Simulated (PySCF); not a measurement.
C₃H₄FNSi, SMILES C1C=N[Si@@H](F)C=1.

Coordinates come from a ωB97X-D3(BJ)/def2-SVP optimisation. The structure was generated by enumeration; whether it is a known compound was not checked.

These are PBE/def2-TZVP in PySCF values and carry that method's errors.

The molecule is in vacuum.

Computed frontier levels, gap, dipole moment and polarisability:
```json
{
  "highest_occupied_level": "-6.20 eV",
  "lowest_empty_level": "-3.34 eV",
  "orbital_gap": "2.85 eV",
  "dipole_moment": "2.97 D",
  "quadrupole, principal values (traceless, Buckingham form, about the centre of nuclear charge)": "-4.01, -1.78, 5.79 D·Å",
  "mean_static_polarisability": "60.9 bohr³ (9.02 Å³)",
  "polarisability_principal_values": "42.6, 63.3, 76.8 bohr³"
}
```
